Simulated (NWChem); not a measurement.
Molecule: C3H4O2S; SMILES C(#C)S(C)(=O)=O

All runs: NWChem. Pople sets run with spherical d functions. Geometry: optimised at B3LYP/6-31G* (spherical d). Static field.

```json
[
 {"level": "PBE0/6-31G*", "basis functions": "96", "isotropic polarisability (bohr³)": "___", "anisotropy (bohr³)": "___"},
 {"level": "PBE0/def2-SVP", "basis functions": "108", "isotropic polarisability (bohr³)": "50.7", "anisotropy (bohr³)": "28.4"},
 {"level": "PBE0/def2-SVPD", "basis functions": "165", "isotropic polarisability (bohr³)": "62.0", "anisotropy (bohr³)": "24.7"},
 {"level": "PBE0/aug-cc-pVDZ", "basis functions": "178", "isotropic polarisability (bohr³)": "63.0", "anisotropy (bohr³)": "25.0"}
]
```

**Question.** Complete the blanks.

**Answer.** 
- PBE0/6-31G*, isotropic polarisability (bohr³): 49.6
- PBE0/6-31G*, anisotropy (bohr³): 29.1
